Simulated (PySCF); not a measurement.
Job file and geometry (Å, from GFN2-xTB) of an NMR shielding run on `InChI=1S/C7H12/c1-2-6-4-5-7(6)3-1/h6-7H,1-5H2/t6-,7+`, GIAO PBE0/pcSseg-1 NMR shielding, non-relativistic, gas phase (PySCF); density fitting, a coarse starting grid and PySCF grid level 2 are the driver's defaults:

```
{"job": {"kind": "nmr", "xc": "PBE0", "basis": "pcSseg-1"}, "charge": 0, "multiplicity": 1}
C     -1.495000     0.078519    -0.618156
C     -0.582837     1.305809    -0.659077
C      0.655035     0.883749     0.126318
C      1.606797    -0.075534    -0.610329
C      1.167614    -1.224953     0.309115
C      0.212606    -0.273130     1.051177
C     -1.272276    -0.497099     0.781513
H     -2.538633     0.331350    -0.800722
H     -1.182808    -0.644131    -1.372590
H     -1.068666     2.145073    -0.158057
H     -0.339636     1.610426    -1.676943
H      1.150384     1.728805     0.603020
H      2.659276     0.187632    -0.523020
H      1.369753    -0.217465    -1.663184
H      1.964869    -1.629138     0.930143
H      0.669816    -2.049573    -0.197560
H      0.427856    -0.159536     2.113040
H     -1.547354    -1.549646     0.848338
H     -1.866597     0.058093     1.509514
```

Question: Write the output of this run.

Answer: 
```
coarse grid: 15048 points
cycle   1  E = -273.4829767627  dE =  9.247e-01  |g| = 4.170e-01  |ddm| = 3.828e+00
cycle   2  E = -273.4609200366  dE =  2.206e-02  |g| = 5.283e-01  |ddm| = 8.906e-01
cycle   3  E = -273.5321766121  dE = -7.126e-02  |g| = 4.633e-02  |ddm| = 5.468e-01
cycle   4  E = -273.5325623738  dE = -3.858e-04  |g| = 1.575e-02  |ddm| = 5.998e-02
cycle   5  E = -273.5326112789  dE = -4.891e-05  |g| = 6.172e-03  |ddm| = 1.809e-02
cycle   6  E = -273.5326200932  dE = -8.814e-06  |g| = 7.209e-04  |ddm| = 5.913e-03
final grid: 142920 points
cycle   7  E = -273.5786801419  dE = -5.420e-05  |g| = 9.503e-03  |ddm| = 4.035e-02
cycle   8  E = -273.5786642202  dE =  1.592e-05  |g| = 1.257e-02  |ddm| = 2.030e-02
cycle   9  E = -273.5787036614  dE = -3.944e-05  |g| = 6.328e-04  |ddm| = 1.194e-02
cycle  10  E = -273.5787037394  dE = -7.796e-08  |g| = 2.223e-04  |ddm| = 8.355e-04
cycle  11  E = -273.5787037503  dE = -1.090e-08  |g| = 5.458e-05  |ddm| = 2.199e-04
cycle  12  E = -273.5787037510  dE = -6.718e-10  |g| = 1.065e-05  |ddm| = 7.201e-05
converged SCF energy = -273.5787037510

GIAO shielding tensors (ppm)
atom      isotropic    diamagn.    paramagn.     s11        s22        s33       span
  0 C      160.089     247.215     -87.126    132.732    169.532    178.003     45.271
  1 C      149.751     245.983     -96.233    127.945    155.627    165.679     37.734
  2 C      148.419     248.686    -100.267    124.527    155.745    164.985     40.458
  3 C      161.897     248.922     -87.025    145.508    161.094    179.090     33.582
  4 C      161.885     248.919     -87.034    145.491    161.062    179.102     33.611
  5 C      148.417     248.684    -100.267    124.523    155.758    164.970     40.447
  6 C      149.740     245.986     -96.247    127.936    155.627    165.656     37.719
  7 H       29.906      29.415       0.490     25.123     27.040     37.554     12.431
  8 H       29.840      30.578      -0.738     26.616     27.108     35.798      9.182
  9 H       30.172      30.401      -0.229     24.867     27.786     37.864     12.998
 10 H       30.259      29.877       0.381     26.207     27.482     37.088     10.881
 11 H       29.086      32.111      -3.025     24.466     28.058     34.733     10.268
 12 H       29.493      30.088      -0.594     25.862     26.766     35.852      9.990
 13 H       30.417      30.386       0.031     27.204     28.181     35.866      8.662
 14 H       29.493      30.089      -0.595     25.863     26.766     35.852      9.989
 15 H       30.420      30.392       0.029     27.207     28.185     35.870      8.663
 16 H       29.086      32.111      -3.025     24.465     28.058     34.735     10.270
 17 H       30.259      29.881       0.378     26.209     27.483     37.087     10.878
 18 H       30.171      30.402      -0.231     24.866     27.785     37.862     12.996
```

Size and cost of the density-fitted run: 179 basis functions, 22 s wall time on 1 thread of an x86-64 server CPU, shared host.
